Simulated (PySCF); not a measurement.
Si(Cl)3(vinyl) (C2H3Cl3Si), SMILES [Si](C=C)(Cl)(Cl)Cl.

Geometry: TPSSh-D3(BJ)/def2-SVP. One conformer was computed; it need not be the lowest.

Two levels are set side by side: PBE/def2-TZVP (PySCF) and CAM-B3LYP/def2-TZVP (PySCF). Same geometry, gas phase. Differences are taken from unrounded values.

```
quantity                     CAM-B3LYP    PBE  PBE minus CAM-B3LYP
---------------------------  ---------  -----  -------------------
orbital gap (eV)                  9.80   5.16                -4.65
highest occupied level (eV)      -9.93  -7.43                 2.50
lowest empty level (eV)          -0.13  -2.28                -2.14
dipole moment (D)                 2.27   2.14                -0.13
mean polarisability (bohr³)       80.5   84.0                  3.6
```

PBE's occupied levels lie high since its potential decays too fast outside the molecule; exact exchange lowers them and widens the gap. PBE's more diffuse valence density responds more strongly to a field. Differences between two approximate levels are no errors against the true value.

Rough cost on one machine, each run with all the roots and properties that it gave: CAM-B3LYP against PBE within a factor of 2.
